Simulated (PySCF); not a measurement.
## Bond curve of PmH

Set-up: basis Pm x2c-SVPall, H x2c-SVPall; spin-free X2C with a Gaussian nucleus; PySCF 2.14. Energies in eV from Pm (4f5 6s2) + H in their ground configurations at the same level. State: septet, about 5.0 electrons in the 4f shell (Mulliken), real f orbitals that mix terms.

All columns are PBE0. A positive dipole means Pm(−)H(+).

```csv
R (Å),E (eV),μ (D),Mulliken charge on Pm (basis-dependent),HOMO (eV),LUMO (eV),Mayer bond order,⟨S²⟩
1.827,-1.706,-2.72,0.25,-3.48,-1.34,0.95,12.00
1.912,-1.887,-2.98,0.25,-3.52,-1.39,0.94,12.00
1.997,-1.993,-3.24,0.25,-3.57,-1.44,0.94,12.00
2.060,-2.033,-3.43,0.25,-3.61,-1.48,0.93,12.00
2.124,-2.046,-3.62,0.26,-3.64,-1.52,0.93,12.00
2.188,-2.035,-3.81,0.26,-3.68,-1.56,0.93,12.00
2.273,-1.991,-4.06,0.27,-3.73,-1.62,0.93,12.00
2.379,-1.900,-4.37,0.27,-3.79,-1.69,0.92,12.00
2.506,-1.755,-4.72,0.28,-3.87,-1.78,0.91,12.00
2.676,-1.525,-5.15,0.29,-3.96,-1.90,0.90,12.00
```

A fit through these points gives, at Re = 2.124 Å, μ = -3.62 D and dμ/dR = -3.00 D/Å; the reduced mass is 1.001 u.

How strong is the fundamental in the double-harmonic approximation, I = 42.26·(dμ/dR)²/μred km/mol?

I = 42.26·(-3.00)²/1.001 = 380 km/mol at PBE0.

These are scalar-relativistic numbers at best; spin–orbit coupling would shift them, the dissociation energy most. The state is the lowest single determinant that the PBE0 search found; with open d or f shells the true ground state can be another one.
